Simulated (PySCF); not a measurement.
## How methods differ on the excitation energy of S²⁺

S²⁺ [Ne] 3s2 3p2 (3P) → S²⁺ [Ne] 3s2 3p1 3d1 (high-spin determinant), as a difference of total energies. All numbers are calculated (PySCF 2.14, the spin-free X2C one-electron Hamiltonian (Gaussian nucleus), in x2c-TZVPPall with one added diffuse shell each of s, p, d type (6s6p4d1f, 51 functions)). Correlated levels: valence: [Ne] frozen; valence and next inner shell: 1s2 frozen. The calculations carry no spin-orbit coupling.

```
                            method  excitation energy (eV)
                               UHF                  16.716
                               LDA                  15.052
                               PBE                  14.976
                              PBE0                  15.470
                            M06-2X                  15.678
                             B3LYP                  15.308
                             TPSSh                  15.398
                              PW91                  14.992
                     MP2 (valence)                  16.082
                 SCS-MP2 (valence)                  16.017
MP2 (valence and next inner shell)                  16.037
```

**Question.** Estimate what SCS-MP2 (valence and next inner shell) gives.

**Answer.** 15.984 eV, closest to SCS-MP2 (valence) among the rows shown.

**Question.** Estimate what r2SCAN gives.

**Answer.** 15.572 eV, closest to PBE0 among the rows shown.

A first-order spin-orbit estimate (lowest level to lowest level, LS coupling) adds 0.018 eV.

The promoted electron is Rydberg-like, and one or two diffuse shells describe it only roughly, which tends to raise the upper state.

The determinant of the upper state mixes LS terms, which raises its energy above the lowest term, most at the Hartree-Fock and MP2 levels.
